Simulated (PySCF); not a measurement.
ZrOF, SMILES [F][Zr]=[O] (connectivity only; charge and spin as stated), neutral, multiplicity 2.

Geometry: r2SCAN-D4/def2-TZVP. The multiplicity is an assumed one; other spin states were not compared. The def2 effective core potentials stand for the cores of Zr; spin–orbit coupling is left out.

Two levels are set side by side: PBE/def2-TZVPD (PySCF) and PBE0/def2-TZVPD (PySCF). Same geometry, gas phase. Differences are taken from unrounded values.

| quantity | PBE |
|---|---|
| α-spin orbital gap (eV) | 1.14 |
| β-spin orbital gap (eV) | 4.08 |
| dipole moment (D) | 4.30 |
| mean polarisability (bohr³) | 86.8 |

Task: These are the PBE values. What does PBE0 give? (An estimate is asked for; the answer gives what the named calculation found.)

Result: 
```json
[
 {"quantity": "α-spin orbital gap (eV)", "PBE0": "2.86", "PBE minus PBE0": "-1.72"},
 {"quantity": "β-spin orbital gap (eV)", "PBE0": "6.30", "PBE minus PBE0": "-2.22"},
 {"quantity": "dipole moment (D)", "PBE0": "4.73", "PBE minus PBE0": "-0.43"},
 {"quantity": "mean polarisability (bohr³)", "PBE0": "90.9", "PBE minus PBE0": "-4.1"}
]
```

Rough cost on one machine, each run with all the roots and properties that it gave: PBE0 against PBE within a factor of 2.
